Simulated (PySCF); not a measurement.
**Mayer bond orders and bond lengths**

Compound: C6H3N3.
SMILES with atom numbers: `[H]/[N:9]=[CH:8]\[C:5](=[C:4]=[CH:3][C:2]#[N:1])[C:6]#[N:7]` (hydrogens: H10 on C3; H11 on C8; H12 on N9)

Bond orders from the PBE0/pcSseg-1 density (PySCF). Geometry: GFN2-xTB, one conformer, isolated molecule.

**Question.** Where do the orders between heavy atoms depart from those drawn in the SMILES?

**Answer.** The largest departure is 0.397, at C4–C5 (drawn double, 1.603). Drawn double or triple, more than 0.30 short of the drawn order: C4–C5 (1.603).

**Question.** Give the Mayer order of every bond between heavy atoms, beside its length.

**Answer.** 
| bond | drawn as | length (Å) | Mayer order |
| --- | --- | --- | --- |
| N1–C2 | triple | 1.145 | 2.992 |
| C2–C3 | single | 1.412 | 1.086 |
| C3–C4 | double | 1.302 | 1.855 |
| C4–C5 | double | 1.310 | 1.603 |
| C5–C6 | single | 1.418 | 1.069 |
| C6–N7 | triple | 1.145 | 2.992 |
| C5–C8 | single | 1.489 | 1.014 |
| C8–N9 | double | 1.249 | 2.072 |

By pair of heavy elements: C–N: lowest C8–N9 (2.072, 1.249 Å), highest N1–C2 and C6–N7 (2.992, 1.145 Å). C–C: lowest C5–C8 (1.014, 1.489 Å), highest C3–C4 (1.855, 1.302 Å). Bonds named together lie within 0.004.

**Question.** And the bonds to hydrogen?

**Answer.** C–H: 0.88 to 0.96 (2 bonds); H–N: 0.93 (1 bond).

**Question.** Sum the orders of all bonds at each heavy atom with more than one neighbour and set the sums beside the valence in the SMILES.

**Answer.** C2 4.078 (drawn 4), C3 3.822 (drawn 4), C4 3.458 (drawn 4), C5 3.686 (drawn 4), C6 4.061 (drawn 4), C8 4.043 (drawn 4), N9 3.001 (drawn 3). Orders between atoms that aren't bonded are not in these sums.

The Mayer order sums products of elements of PS (density times overlap matrix) between the two atoms' basis functions, so it depends on the basis set.

These values come from a run that also computed NMR shieldings. Hardware: an Arm Neoverse V2 with one thread (shared host). Cost: 14 s, 0.73 GiB resident at most.

Shape of the structure used: `[H]/[N:9]=[CH:8]\[C:5](=[C:4]=[CH:3][C:2]#[N:1])[C:6]#[N:7]`: C4–C5–C8–N9 -178°.
